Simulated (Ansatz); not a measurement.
Start from `C#CC(=N)Cl` and change one atom or group to get `N=[C](Cl)[GeH3]`.

Ansatz, PBE0-D4/def2-TZVP geometries, multiplicity 1. Each molecule was computed in one conformer, which needn't be the lowest.

Scalar relativity is left out up to krypton.

```
                                                                                  property  `C#CC(=N)Cl`
                                                       HOMO energy (B3LYP/def2-TZVPP) / eV         -8.22
ideal-gas entropy at 298 K and 1 bar (rigid rotor, harmonic PBE0-D4/def2-TZVP) / J/(mol·K)           305
                                                        LUMO energy (PBE0/def2-TZVPP) / eV         -1.80
                                                       HOMO–LUMO gap (PBE/def2-TZVPP) / eV          4.28
                                                        HOMO energy (PBE0/def2-TZVPP) / eV         -8.49
                                                         HOMO energy (PBE/def2-TZVPP) / eV         -7.03
```

Question: Give the same properties after the change, and the shifts. (An estimate is asked.)

Answer: Computed: 
```tsv
property	`N=[C](Cl)[GeH3]`	shift
HOMO energy (B3LYP/def2-TZVPP) / eV	-7.69	0.53
ideal-gas entropy at 298 K and 1 bar (rigid rotor, harmonic PBE0-D4/def2-TZVP) / J/(mol·K)	329	24
LUMO energy (PBE0/def2-TZVPP) / eV	-1.02	0.78
HOMO–LUMO gap (PBE/def2-TZVPP) / eV	4.49	0.21
HOMO energy (PBE0/def2-TZVPP) / eV	-7.91	0.58
HOMO energy (PBE/def2-TZVPP) / eV	-6.55	0.48
```

With PBE0 the HOMO rises by 0.58 eV and the LUMO rises by 0.78 eV, so the gap widens by about 0.20 eV. PBE moves the HOMO by 0.48 eV and ωB97M-V by 0.52 eV. The zero-point energy changes by 10.1 kJ/mol with +3 modes.

B3LYP here is the variant with VWN-RPA as its local correlation; programs differ in this.
